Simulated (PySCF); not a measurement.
**Distorted geometries of [Pb2H5]−**

[Pb2H5]− (singlet). PySCF 2.14.0, RKS B3LYP, Pb def2-SVP with ECP60, H def2-SVP; non-relativistic Hamiltonian with scalar-relativistic core potentials where named; density fitting; no spin-orbit coupling. Relaxed geometry:

```xyz
7

Pb    0.3847    0.3290    1.9641
Pb   -0.4598   -0.2138   -1.9332
H     1.2800   -0.8799   -2.2527
H     0.0078    0.0691    0.0055
H     0.1140   -1.5163    2.2658
H    -1.4491    0.6684    2.2723
H     0.1224    1.5435   -2.3219
```

Question: Order these distorted geometries by energy above the relaxed one, lowest first.
A.
```xyz
7

Pb    0.4849    0.4196    2.0501
Pb   -0.5480   -0.2511   -1.8263
H     1.1339   -0.7021   -2.2663
H     0.0436   -0.0097   -0.0564
H     0.0461   -1.6820    2.2245
H    -1.3741    0.7089    2.2044
H     0.2136    1.5164   -2.3300
```
B.
```xyz
7

Pb    0.3519    0.2656    1.9715
Pb   -0.4859   -0.1844   -1.9602
H     1.2672   -0.9209   -2.2646
H     0.0352    0.0956   -0.0606
H     0.1006   -1.4817    2.2944
H    -1.4008    0.6481    2.3388
H     0.1317    1.5778   -2.3193
```
C.
```xyz
7

Pb    0.5011    0.2974    2.1994
Pb   -0.3984   -0.2460   -2.0810
H     1.2536   -0.9910   -2.0940
H    -0.0522    0.2127   -0.0975
H    -0.0117   -1.4985    2.2781
H    -1.3167    0.7049    2.2520
H     0.0243    1.5206   -2.4570
```

Answer: B (0.08 eV), C (0.34 eV), A (0.50 eV).

Question: Which forces (eV/Å) act in the one that lies 0.34 eV up?

Answer: 
```
Pb  -0.33 -0.06 -1.04
Pb  -0.89 -0.03  0.71
H    0.76 -0.05 -0.20
H    0.14 -0.09  0.40
H    0.09 -0.15  0.09
H   -0.12  0.17  0.23
H    0.34  0.22 -0.19
```
Forces carry noise of the integration grid, about 0.01 to 0.03 eV/Å.
